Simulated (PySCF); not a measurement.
GaOCl + H₂O → GaO(OH) + HCl

Level: PBE0 in the def2-TZVP basis family, all electrons, no relativity, computed in PySCF with density fitting; open shells unrestricted.

```
species                                                                 state and structure       E (Eh)  ZPE (kJ/mol)  H(298 K) − H(0) (kJ/mol)  S° (J/(mol K))
  GaOCl                           singlet, C∞v, Ga–Cl 2.081 Å, Ga–O 1.643 Å; Cl–Ga–O 180.0°  -2459.86044          10.3                      12.8           266.4
    H₂O                                        singlet, C2v, O–H 0.960 Å (×2); H–O–H 105.1°    -76.37736          56.5                       9.9           188.7
GaO(OH)  singlet, Cs, Ga–O 1.643 Å, Ga–O 1.747 Å, O–H 0.961 Å; Ga–O–H 115.2°, O–Ga–O 176.5°  -2075.54959          40.5                      13.6           273.0
    HCl                                                          singlet, C∞v, H–Cl 1.279 Å   -460.66440          17.9                       8.7           186.6
```

(1) What is the electronic reaction energy?

(2) Add zero-point, thermal and entropy terms for 298.15 K and 1 bar.

Results:

(1) At PBE0/def2-TZVP, ΔE = 62.5 kJ/mol from the differences of the total energies times 2625.5, uphill. 

(2) ΔZPE = -8.4 and Δ[H(298) − H(0)] = -0.4 kJ/mol give ΔH° = 53.7 kJ/mol. ΔS° = 4.5 J/(mol K), so ΔG° = 53.7 − 298.15 × (0.0045) = 52 kJ/mol and log₁₀K = -9.2.

Each species is the lowest minimum found with this bonding; other isomers or fragments can lie lower.
